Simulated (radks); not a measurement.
The numbers below are computed, except where a source is named.
In+, configuration [Kr] 4d10 5s2. Code: a radial shooting solver on a logarithmic mesh with Libxc functionals. Model: scalar-relativistic Kohn-Sham, Wu-Cohen GGA, spin-polarised, spherical densities, finite nucleus; Fermi nuclear charge, rms radius 4.6156 fm. Some entries of the table are withheld. Estimate them.

orbital,occ.,eigenvalue (eV),<1/r> (bohr^-1)
1s,2,(1),51.84
2s,2,(2),(3)
2p,6,-3737.646,(4)
3s,2,-795.7245,4.180
3p,6,-656.5963,3.981
3d,10,-440.2692,3.753
4s,2,-127.0633,1.635
4p,6,-85.5685,(5)
4d,10,(6),1.139
5s,2,-15.0098,0.5201

Answer. 
(1) 1s eigenvalue (eV): -27756.50
(2) 2s eigenvalue (eV): -4162.348
(3) 2s <1/r> (bohr^-1): 11.81
(4) 2p <1/r> (bohr^-1): 11.38
(5) 4p <1/r> (bohr^-1): 1.478
(6) 4d eigenvalue (eV): -26.0827
